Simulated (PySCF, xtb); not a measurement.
CH8FNOSi2, SMILES C[Si@H](N)[Si@@H](O)F. Other conformers were not sampled.

Harmonic wavenumbers (cm⁻¹) from GFN2-xTB in xtb at its own minimum, in rising order: 17, 95, 106, 122, 173, 192, 207, 229, 250, 331, 448, 507, 619, 655, 674, 700, 709, 754, 778, 804, 812, 844, 893, 905, 1369, 1485, 1488, 1532, 2162, 2248, 3018, 3020, 3041, 3474, 3506, 3637.

**Question.** What does B3LYP-D3(BJ)/def2-SVP run with PySCF 2.14.0 give at its own minimum? (The exact figures need the calculation; the answer reports its results.)

**Answer.** 30, 83, 109, 161, 209, 215, 253, 266, 310, 361, 393, 431, 645, 670, 713, 736, 771, 809, 846, 852, 874, 910, 931, 950, 1264, 1428, 1433, 1543, 2194, 2206, 3023, 3116, 3119, 3556, 3649, 3858. Paired by order, the mean absolute difference is 53 cm⁻¹ and the zero-point energies are 59.8 and 61.4 kcal/mol.
